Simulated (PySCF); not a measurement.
**Al3H6N3: core ionisation energies**

Species: (HAlNH)3 ring, Al3H6N3.
Geometry (PBE0-D3(BJ)/def2-SVP, Å), atoms numbered from 1 in this order:
```xyz
12
Al3H6N3 angstrom
Al    -0.333   -1.627   -0.793
H     -0.631   -3.024   -1.482
N      1.332   -1.037   -0.484
Al     1.745    0.527    0.291
H      3.241    0.986    0.544
N      0.336    1.533    0.760
Al    -1.382    1.080    0.515
H     -2.583    2.018    0.954
N     -1.638   -0.516   -0.264
H      2.102   -1.640   -0.767
H      0.526    2.430    1.200
H     -2.599   -0.811   -0.422
```

Computed, not measured: PySCF, delta-SCF UKS SCAN, pcX-2 on the ionised atom, pcseg-1 elsewhere, spin-free X2C. Binding energies are ΔSCF values: E(core-ionised, relaxed orbitals) − E(ground state) at a fixed geometry, referred to the vacuum level.

Question: Give the core binding energies atom by atom.

Answer: 
```tsv
atom(s)	environment	level	binding energy (eV)	count
Al1/Al4/Al7	aluminium bonded to 2 N and H	Al 1s	1566.21	3
N3/N6/N9	nitrogen bonded to 2 Al and H	N 1s	403.17	3
```

Question: Which photon energy gives electrons from N 1s of N3/N6/N9 a kinetic energy of 100 eV, and what is their de Broglie wavelength?

Answer: hν = 403.17 + 100 = 503.17 eV, recoil neglected; λ = 12.264 Å/√(E/eV) = 1.23 Å.

Atoms equivalent by their bonding share one computed value, that of the first of them. Isolated species at its PBE0-D3(BJ)/def2-SVP geometry (one conformer only).

The run took 38 s of wall time on an AMD EPYC with one thread, no GPU, shared host with 64 logical CPUs at a one-minute load of 56, and the process peaked at 0.52 GiB of memory.
